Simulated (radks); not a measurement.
The mean radii <r> (bohr) of the occupied orbitals of an atom or ion are listed with their occupations. Method: scalar-relativistic Kohn-Sham, BLYP, spin-polarised, spherical densities, finite nucleus; Fermi nuclear charge, rms radius of each element as measured or else 0.836 A^(1/3) + 0.57 fm; computed with a radial shooting solver on a logarithmic mesh with Libxc functionals.

orbital  occ.      <r>
1s up       1  0.09688
1s down     1  0.09687
2s up       1   0.4790
2s down     1   0.4789
2p up       3   0.4419
2p down     3   0.4418
3s up       1    1.571
3s down     1    1.582
3p up       2    1.753

Name the element and its charge. Open shells, if any, are filled with parallel spins first.

Answer. Z = 16, sulfur, charge +2: S2+ in [Ne] 3s2 3p2. The 1s radius gives Z: for a bare nucleus <r> = (2 gamma + 1)/(2Z) with gamma = sqrt(1 - (Z/c)^2), 0.09332 bohr for Z = 16, and screening makes it slightly larger (0.09688 here). The occupations add up to 14, and the charge is Z minus that.
